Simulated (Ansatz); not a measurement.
`B[SeH]` + `OB[SiH3]` → `BOB[SiH3]` + H₂Se  (ligand exchange at a B–Se bond)

Computed with Ansatz on PBE0-D4/def2-TZVP structures; ΔE is electronic, products minus reactants. CCSD(T)/CBS is the MP2 limit (def2-TZVPP, def2-QZVPP) plus CCSD(T) − MP2 in def2-TZVPP, frozen cores. Functionals use def2-TZVPP. HSE06 is defined as in plane-wave codes. For Se outer-core shells are correlated without core-valence functions, which leaves a few kJ/mol of doubt a bond. Scalar relativity is left out up to krypton. Each species was taken in one conformer, which may not be the lowest.

`B[SeH]`:

Z-matrix (Å, degrees):
```
B
Se 1 1.899
H 1 1.189 2 121.0
H 1 1.191 2 115.7 3 180.0
H 2 1.470 1 97.7 3 0.0
```

`OB[SiH3]`:

```xyz
8

O    -1.288   -1.301   -0.101
B    -0.835   -0.033   -0.205
Si    1.106    0.370    0.216
H    -2.219   -1.398   -0.321
H    -1.597    0.836   -0.549
H     1.181    1.378    1.313
H     1.762    0.977   -0.978
H     1.890   -0.828    0.625
```

`BOB[SiH3]`:

Cartesian coordinates in Å:
```
B 0.477 0.601 2.207
O -0.156 0.102 1.102
B 0.347 0.145 -0.170
Si -0.707 -0.635 -1.718
H 1.553 1.116 2.089
H -0.086 0.494 3.256
H 1.424 0.657 -0.336
H -0.946 0.432 -2.732
H -2.015 -1.219 -1.320
H 0.110 -1.694 -2.378
```

H₂Se:

```xyz
3

Se    0.244    0.046    0.638
H     0.670    0.569   -0.665
H    -0.914   -0.615    0.028
```

| level | ΔE (kJ/mol) | difference from CCSD(T)/CBS |
| --- | --- | --- |
| r2SCAN-D4 | -7.7 | 5.0 |
| r2SCANh-D4 | -9.5 | 3.2 |
| HSE06-D4 | -6.6 | 6.1 |
| ωB97X-V | -17.2 | -4.5 |
| PBE0 | -6.4 | 6.3 |
| BHLYP | -25.9 | -13.2 |
| CAM-B3LYP | -23.1 | -10.4 |
| SCS-MP2/def2-TZVPP | -17.1 | -4.4 |
| CCSD/def2-TZVPP | -17.0 | -4.3 |
| HF/def2-QZVPP | -40.7 | -28.0 |
| CCSD(T)/CBS | -12.7 | 0 |

Largest T1 diagnostic among the species: 0.014.

From PBE to PBE0 (25 % exact exchange), in def2-TZVPP and without D4, ΔE moves by −6.9 kJ/mol. At CCSD(T), def2-SVP lies −7.7 kJ/mol from the extrapolated value and def2-TZVPP −0.2 kJ/mol. Leaving LDA and LC-ωPBE aside and taking each functional with its dispersion term where it has one, the values, not all of them listed here, spread over 25.8 kJ/mol, from BHLYP-D4 to PBE-D4.
